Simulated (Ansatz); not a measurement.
**The atomisation energy (no zero-point term) down a group: Si to Sn**

Gas-phase molecules, one atom swapped for its congeners: Si(OH)3; Ge(OH)3; Sn(OH)3. All are doublets with charge 0.

Shapes, held fixed at every level: PBE0-D4/def2-TZVP. Flexible molecules stand in one conformer, not always the lowest. Programs: Ansatz 0.2.0. Values in eV.

Question: How should the atomisation energy change along the series?

Answer: At CCSD(T)/def2-TZVPP the atomisation energy falls at every step, from 27.36 to 23.35 eV. Every level shows the same order. Open shells run unrestricted. For atoms past krypton def2 sets carry core potentials with scalar relativity. Relativity is left out for Ge. Outer-core shells of Ge, Sn are correlated, in sets that cover them unevenly. Spin-orbit coupling, which grows down the group, is left out (summed over each molecule's free atoms 0.05, 0.15, 0.34 eV). Coupled cluster in double- or triple-zeta sets underbinds by a few per cent against its basis-set limit.

| level | Si(OH)3 | Ge(OH)3 | Sn(OH)3 |
| --- | --- | --- | --- |
| r2SCAN-D4/def2-TZVPP | 28.35 | 25.64 | 24.24 |
| B3LYP-D4/def2-TZVPP | 27.99 | 25.22 | 23.93 |
| wB97M-V/def2-TZVPP | 28.20 | 25.41 | 24.07 |
| MP2/def2-TZVPP | 28.44 | 25.78 | 24.15 |
| CCSD(T)/def2-SVP | 25.34 | 23.07 | 21.44 |
| CCSD(T)/def2-TZVPP | 27.36 | 24.82 | 23.35 |
